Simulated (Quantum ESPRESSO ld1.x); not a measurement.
The numbers below are computed, except where a source is named.
Question: These are the eigenvalues of the occupied orbitals of an atom or ion with whole-number occupations (eV). Level of theory: scalar-relativistic Kohn-Sham, revPBE, spin-unpolarised, spherical densities, point nucleus (ld1.x of Quantum ESPRESSO 7.5).

1s: -58305.3
2s: -10570.0
2p: -9454.79
3s: -3075.80
3p: -2736.39
3d: -2316.16
4s: -1253.77
4p: -1132.07
4d: -973.155

Which element is it, and in what charge state? The configuration may be excited.

Answer: Z = 68, erbium, charge +27: Er27+ in [Kr] 4d5. The list shows which subshells hold electrons but not how many an open one holds; the 1s level, -2142.7 hartree, gives Z - s = 65.5 by -(Z - s)^2/2, which with screening and relativity narrows Z to a few neighbours, and the depths of the outer levels then fix element, charge and occupations together.
